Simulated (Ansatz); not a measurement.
`CC[BH][SnH3]` and `CCBB[SiH3]` differ in one atom or group.

Ansatz, PBE0-D4/def2-TZVP geometries, multiplicity 1. Each molecule was computed in one conformer, which needn't be the lowest.

Elements past krypton have def2 core potentials.

```csv
property,`CC[BH][SnH3]`
HOMO–LUMO gap (ωB97M-V/def2-TZVPP) / eV,9.66
LUMO energy (ωB97M-V/def2-TZVPP) / eV,0.06
LUMO energy (PBE0/def2-TZVPP) / eV,-1.86
HOMO energy (PBE0/def2-TZVPP) / eV,-7.50
size of the dipole moment (PBE/def2-TZVPP) / D,1.80
LUMO energy (PBE/def2-TZVPP) / eV,-2.83
```

(1) What does the change do to each property? (Best estimate.)

## Answers

(1) The calculation gave: 
```
                                      property  `CCBB[SiH3]`  shift
       HOMO–LUMO gap (ωB97M-V/def2-TZVPP) / eV          9.71   0.05
         LUMO energy (ωB97M-V/def2-TZVPP) / eV         -0.13  -0.19
            LUMO energy (PBE0/def2-TZVPP) / eV         -2.07  -0.21
            HOMO energy (PBE0/def2-TZVPP) / eV         -7.66  -0.16
size of the dipole moment (PBE/def2-TZVPP) / D          0.86  -0.94
             LUMO energy (PBE/def2-TZVPP) / eV         -3.01  -0.18
```

With PBE0 the HOMO falls by 0.16 eV and the LUMO falls by 0.21 eV, so the gap narrows by about 0.05 eV. PBE moves the HOMO by -0.04 eV and ωB97M-V by -0.23 eV. Dipoles are sizes alone; their direction can turn.
